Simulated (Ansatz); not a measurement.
C₂H₆BBr⁺, that is BMe2Br with one electron fewer. Charge 1, multiplicity 2. Geometry PBE0-D4/def2-SVP, that of the neutral singlet; atoms count from 1.

```xyz
10

B    -0.342   -0.146    0.354
C    -0.756    0.981   -0.645
H    -1.168    0.469   -1.537
H     0.109    1.563   -0.999
H    -1.540    1.656   -0.274
C     1.050   -0.854    0.338
H     1.716   -0.248    0.982
H     1.509   -0.854   -0.664
H     1.048   -1.871    0.752
Br   -1.626   -0.696    1.692
```

Question: Estimate the Mulliken populations from the PBE0/def2-TZVP orbitals of Ansatz.

Answer: 
```csv
atom,charge (e),spin (α − β)
B1,0.09,-0.01
C2,-0.38,0.12
H3,0.22,0.00
H4,0.21,0.00
H5,0.18,0.00
C6,-0.38,0.11
H7,0.22,0.00
H8,0.21,0.00
H9,0.19,0.00
Br10,0.46,0.77
```
Mulliken values depend strongly on the basis.

Question: Where does the spin sit?

Answer: Summed by element: B -0.01, C 0.23, H 0.01, Br 0.77, of 1 unpaired in all. Largest on single atoms: Br10 0.77, C2 0.12, C6 0.11.

Question: And the Mayer bond orders between heavy atoms (over 0.3)?

Answer: B1–C2 1.04 (1.56 Å); B1–C6 1.04 (1.56 Å); B1–Br10 1.20 (1.93 Å).
